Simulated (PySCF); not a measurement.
Dipole response of Lu (lutetium, neutral)

[Xe] 4f14 5d1 6s2, 2D determinant. Calculation: PySCF 2.14, in ANO-RCC-VTZP (8s7p5d3f2g1h, 104 functions); scalar relativity by spin-free X2C-1e. Coupled (time-dependent) response in atomic units; α is the mean over directions. The basis has no added diffuse functions, which lowers α and C₆.

```tsv
method	mean α (bohr³)	α xx, yy, zz	C₆ (like pair)	S(−4)
PBE0	139.1	150.8, 150.8, 115.7	1585	62830
```

S(−4) is the Cauchy moment in α(ω) = α(0) + S(−4) ω² + …

Reference α: 137 ± 7 bohr³ (recommended; Schwerdtfeger and Nagle, table of static dipole polarizabilities (2023 update)). Published C₆: 2020 (Gould and Bucko (2016)).

Spin-orbit coupling is absent.

α(iu) at PBE0:

```json
{"u (hartree)": "0", "α(iu) (bohr³)": "139.1"}
{"u (hartree)": "0.0500", "α(iu) (bohr³)": "101.7"}
{"u (hartree)": "0.100", "α(iu) (bohr³)": "75.04"}
{"u (hartree)": "0.200", "α(iu) (bohr³)": "40.13"}
{"u (hartree)": "0.300", "α(iu) (bohr³)": "24.38"}
{"u (hartree)": "0.500", "α(iu) (bohr³)": "12.73"}
{"u (hartree)": "0.750", "α(iu) (bohr³)": "7.912"}
{"u (hartree)": "1.00", "α(iu) (bohr³)": "5.749"}
{"u (hartree)": "1.50", "α(iu) (bohr³)": "3.636"}
{"u (hartree)": "2.00", "α(iu) (bohr³)": "2.573"}
{"u (hartree)": "3.00", "α(iu) (bohr³)": "1.538"}
{"u (hartree)": "5.00", "α(iu) (bohr³)": "0.7822"}
```

The components differ because the open shell of this determinant is not spherical; for a pure term their mean is the scalar polarisability.

Spin-orbit coupling, absent here, splits the open shell strongly.
